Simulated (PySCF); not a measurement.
## Exercise with solution: chemical shift, span and skew from a shielding tensor

C4H4ClF, SMILES F[C@@H]1CC(Cl)=C1. Atoms are numbered in the order given.

```xyz
10

F     -2.3228    -0.2488     1.1555
C     -1.5623    -0.0996     0.0117
C     -0.5243     0.9973     0.0418
C      0.4632     0.1090    -0.1703
Cl     2.1499     0.2635    -0.4634
C     -0.3988    -1.1295    -0.1376
H     -2.2533    -0.0711    -0.8481
H     -0.5789     2.0813     0.1358
H     -0.2783    -1.7545     0.7595
H     -0.3991    -1.7580    -1.0424
```

Geometry optimised at TPSSh-D3(BJ)/def2-SVP. The structure was generated by enumeration; whether it is a known compound was not checked.

GIAO shieldings from PBE0/pcSseg-1 (PySCF), non-relativistic, no solvent. The symmetric part of the tensor of C3 has the principal values -54.8, 55.1, 126.7 ppm. The same nucleus in TMS has σ = 186.3 ppm at this level (PySCF, at its B3LYP-D3(BJ)/def2-TZVP geometry). Without spin–orbit terms, shifts of atoms bonded to Cl or Br come out too high.

Problem. Work out the isotropic shielding, the ¹³C shift against TMS, the span and the skew.

Solution. 
σ(iso) = (σ11 + σ22 + σ33)/3 = 42.3 ppm. δ = σ(ref) − σ(iso) = 186.3 − (42.3) = 144.0 ppm.
Span Ω = σ33 − σ11 = 181.5 ppm. Skew κ = 3(σ(iso) − σ22)/Ω = -0.21. Tumbling in solution averages the tensor to δ; in a static solid the shielding alone would spread this spin-1/2 line over Ω.
